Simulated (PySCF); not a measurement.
Species: C8H9BO2.
SMILES with atom numbers: `[CH3:1][O:2][BH:3][c:4]1[cH:5][cH:6][cH:7][c:8](=[O:9])[cH:10][cH:11]1` (hydrogens: H12, H13, H14 on C1; H15 on B3; H16 on C5; H17 on C6; H18 on C7; H19 on C10; H20 on C11)

Geometry (PBE0-D3(BJ)/def2-SVP, Å), atoms numbered from 1 in this order:
```xyz
20
C8H9BO2 angstrom
C      3.8617   -0.4272    0.0962
O      2.4606   -0.5241    0.0869
B      1.6435    0.5336   -0.0505
C      0.0976    0.2967   -0.0456
C     -0.6908    1.4104   -0.1944
C     -2.1178    1.5171   -0.2325
C     -3.0683    0.5552   -0.0989
C     -2.9513   -0.8924    0.1395
O     -3.9697   -1.5518    0.2956
C     -1.6416   -1.5550    0.1790
C     -0.3810   -1.0553    0.1073
H      4.2735   -1.0214   -0.7338
H      4.2483   -0.8392    1.0408
H      4.1971    0.6176   -0.0066
H      2.1061    1.6515   -0.1729
H     -0.1591    2.3615   -0.3061
H     -2.4946    2.5333   -0.3889
H     -4.1170    0.8640   -0.1561
H     -1.7501   -2.6372    0.3047
H      0.4222   -1.7959    0.1827
```

Level of theory: TDDFT wB97X-D/def2-SVPD, vertical, gas phase, core orbitals frozen in the response (PySCF 2.14.0, density-fitted response routines).

Lowest singlets, with some entries withheld (?).

```json
{"state": "S1", "E (eV)": "3.81", "f": "0.0004", "main configurations (H = HOMO, L = LUMO)": "H-1→L (56%), H-1→L+1 (37%)"}
{"state": "S2", "E (eV)": "3.84", "f": "0.122", "main configurations (H = HOMO, L = LUMO)": "H→L (96%)"}
{"state": "S3", "E (eV)": "4.13", "f": "0.0001", "main configurations (H = HOMO, L = LUMO)": "H-1→L+1 (57%), H-1→L (39%)"}
{"state": "S4", "E (eV)": "4.70", "f": "0.107", "main configurations (H = HOMO, L = LUMO)": "H→L+1 (72%), H-2→L (24%)"}
{"state": "S5", "E (eV)": "5.39", "f": "0.0021", "main configurations (H = HOMO, L = LUMO)": "H-3→L (86%), H-5→L (8%)"}
{"state": "S6", "E (eV)": "?", "f": "?", "main configurations (H = HOMO, L = LUMO)": "?"}
{"state": "S7", "E (eV)": "6.38", "f": "0.012", "main configurations (H = HOMO, L = LUMO)": "H-6→L (64%), H-5→L (14%)"}
{"state": "S8", "E (eV)": "6.45", "f": "0.208", "main configurations (H = HOMO, L = LUMO)": "H-2→L+1 (70%), H-7→L (8%)"}
{"state": "S9", "E (eV)": "6.54", "f": "0.0056", "main configurations (H = HOMO, L = LUMO)": "H-3→L+1 (32%), H-5→L (23%), H-6→L (16%)"}
{"state": "S10", "E (eV)": "?", "f": "?", "main configurations (H = HOMO, L = LUMO)": "?"}
```

Question: Supply the missing values.

Answer: 
- S6: E = 5.89 eV; f = 0.729; H-2→L (69%), H→L+1 (20%)
- S10: E = 6.66 eV; f = 0.0021; H-3→L+1 (36%), H-5→L (31%), H-5→L+1 (12%)

Question: What is the mean static polarisability from the same response equations?

Answer: 124.0 au (18.38 Å³), with principal values 69.4, 124.3 and 178.4 au.

Question: How far apart are S6 and S9, in eV and cm⁻¹?

Answer: 6.535 − 5.889 = 0.646 eV, or about 5210 cm⁻¹.

Question: Which level carries the most intensity, and what share of the listed sum of f?

Answer: S6, with f = 0.729 of 1.188, 61%.

One conformer stands for the species.
